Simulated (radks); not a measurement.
Values are calculated unless marked as measured or tabulated.
Task: Level of theory: non-relativistic Kohn-Sham, PBEsol, spin-polarised, spherical densities, point nucleus; open shells are filled with parallel spins first (spin-orbit coupling, left out, can overturn this in heavy ions) (a radial shooting solver on a logarithmic mesh with Libxc functionals). Each species is in its NIST ground configuration. Rank Tc4+, In4+, Cd4+, Ru4+, Sn4+, Zr4+, Ag4+, I4+, Sr4+, Sb4+, Xe4+, Nb4+, Mo4+, Rh4+, Te4+, Rb4+, Pd4+ by Delta-SCF ionisation energy (eV), largest first.

Result: Zr4+ 80.329, Sn4+ 77.597, In4+ 74.258, Cd4+ 70.854, Sr4+ 69.933, Rb4+ 68.934, Ag4+ 67.365, Rh4+ 64.885, Pd4+ 63.758, Ru4+ 61.570, Tc4+ 58.181, Te4+ 56.636, Mo4+ 54.692, Xe4+ 53.920, Sb4+ 53.652, Nb4+ 51.061, I4+ 50.059.
